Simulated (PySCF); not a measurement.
Compound: C6H9O2 (doublet state).
SMILES with atom numbers: `[CH3:1][O:2][C:3](=[O:4])[C@@H:5]1[CH:6][CH2:7][CH2:8]1` (hydrogens: H9, H10, H11 on C1; H12 on C5; H13 on C6; H14, H15 on C7; H16, H17 on C8)

Geometry (GFN2-xTB, Å), atoms numbered from 1 in this order:
```
atom  x, y, z in Å
C1     2.9537   -0.2196    0.6275
O2     1.6858    0.4214    0.6843
C3     0.7931    0.0666   -0.2485
O4     1.0134   -0.7186   -1.1328
C5    -0.5426    0.7358    0.0170
C6    -1.3700   -0.1840    0.8437
C7    -2.3264   -0.4689   -0.2519
C8    -1.5723    0.5621   -1.1147
H9     3.6330    0.3881    1.2201
H10    2.8842   -1.2263    1.0448
H11    3.2967   -0.2872   -0.4066
H12   -0.3620    1.7411    0.4067
H13   -1.1452   -0.6999    1.7562
H14   -3.3717   -0.2293   -0.0381
H15   -2.2971   -1.4929   -0.6379
H16   -2.1372    1.4636   -1.3346
H17   -1.1423    0.1598   -2.0283
```

The hyperfine couplings belong to this conformer and change with its torsions.

Level of theory: UKS B3LYP, pcH-1 on C H O, non-relativistic, mean-field spin-orbit, GIAO (PySCF 2.14.0). Geometry: GFN2-xTB, one conformer, isolated molecule. Couplings are sensitive to structure, and on GFN2-xTB geometries they can be far from those on DFT ones. Stability of the SCF solution: not tested.

The largest Mulliken spin populations are on C6 (+0.99), C7 (-0.09) and C5 (-0.08). No atom but C6 exceeds +0.15. The positive populations add up to 1.20 and the negative ones to -0.20, together 2S = 1. The angles at C6 add up to 356.9°, so it is nearly planar; its axial dipolar tensor and the negative coupling of its proton fit spin in a p orbital normal to that plane.

Problem. Find Q in a(H) = Q·ρ(C) for the protons on the planar carbons that carry spin.

Solution. 
| H | C | ρ(C) | a(H) (G) | a/ρ (G) |
| --- | --- | --- | --- | --- |
| H13 | C6 | +0.994 | -20.18 | -20.3 |

One proton gives one ratio, Q = -20.3 G, and no test of linearity.

Problem. How do the β-proton couplings of this frozen conformer go with θ, the angle between the C–H bond and the normal to the plane of the spin centre's three neighbours, both seen down the bond from centre to carbon?

Solution. 
```tsv
β H	on	centre	θ (°)	cos²θ	a (G)
H12	C5	C6	30	0.74	+38.43
H14	C7	C6	27	0.80	+40.55
H15	C7	C6	27	0.79	+42.08
```

Couplings in gauss use g_iso = 2.0028.

The run took 71 s of wall time (grids of density and orbitals included) on one thread of an Arm Neoverse V2, no GPU, shared host with 192 logical CPUs at a one-minute load of 72, and the process peaked at 1.0 GiB of memory.
